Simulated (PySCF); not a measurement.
A species of formula C8H7FO2 has this rotational fingerprint, computed with PBE0/pcSseg-1 in PySCF (dipole) on a GFN2-xTB geometry, gas phase:

```
Rotational constants : A = 2003, B = 715.8, C = 579.5 MHz
Dipole components    : |μa| = 0.90 D, |μb| = 2.84 D, |μc| = 0.10 D
Inertial defect      : -86.29 u·Å²
κ                    : -0.81
```

**Question.** Which structure is it? (One computed conformer of each.)
A. `[O:1]=[C:2]([OH:3])[CH2:4][c:5]1[cH:6][cH:7][cH:8][c:9]([F:10])[cH:11]1` with O1–C2–O3–H 1°, O1–C2–C4–C5 -83°, C2–C4–C5–C6 -111°
B. `[O:1]=[C:2]([OH:3])[c:4]1[cH:5][cH:6][cH:7][c:8]([CH2:9][F:10])[cH:11]1` with O1–C2–O3–H 0°, O1–C2–C4–C5 180°, C7–C8–C9–F10 -3°
C. `[CH3:1][O:2][c:3]1[cH:4][cH:5][cH:6][c:7]([C:8](=[O:9])[F:10])[cH:11]1` with C1–O2–C3–C4 180°, C6–C7–C8–O9 180°
D. `[CH3:1][O:2][C:3](=[O:4])[c:5]1[cH:6][cH:7][c:8]([F:9])[cH:10][cH:11]1` with C1–O2–C3–O4 0°, O2–C3–C5–C6 180°
E. `[CH3:1][O:2][c:3]1[cH:4][cH:5][c:6]([C:7](=[O:8])[F:9])[cH:10][cH:11]1` with C1–O2–C3–C4 180°, C5–C6–C7–O8 180°

**Answer.** A. It is O=C(O)Cc1cccc(F)c1, an asymmetric top, point group C1. The candidates at the same level (rigid rotor, commonest isotopes):

| SMILES | A (MHz) | B (MHz) | C (MHz) | μa (D) | μb (D) | μc (D) | Δ (u·Å²) | point group | rotor |
| --- | --- | --- | --- | --- | --- | --- | --- | --- | --- |
| O=C(O)c1cccc(CF)c1 | 2549 | 620.9 | 500.9 | 0.71 | 1.08 | 0.06 | -3.31 | near Cs | asymmetric top |
| COc1ccc(C(=O)F)cc1 | 3498 | 563.3 | 486.6 | 5.43 | 0.31 | 0.00 | -3.22 | Cs | near-prolate asymmetric top |
| COc1cccc(C(=O)F)c1 | 1938 | 760.2 | 547.9 | 3.23 | 1.06 | 0.00 | -3.22 | Cs | asymmetric top |
| COC(=O)c1ccc(F)cc1 | 3489 | 570.5 | 491.9 | 0.91 | 1.70 | 0.00 | -3.17 | Cs | near-prolate asymmetric top |
| O=C(O)Cc1cccc(F)c1 | 2003 | 715.8 | 579.5 | 0.90 | 2.84 | 0.10 | -86.29 | C1 | asymmetric top |

`O=C(O)c1cccc(CF)c1` has A 27 % too high; `COC(=O)c1ccc(F)cc1` has A 74 % too high; `COc1cccc(C(=O)F)c1` has B 6 % too high; `COc1ccc(C(=O)F)cc1` has A 75 % too high. No structure here is proved a minimum.
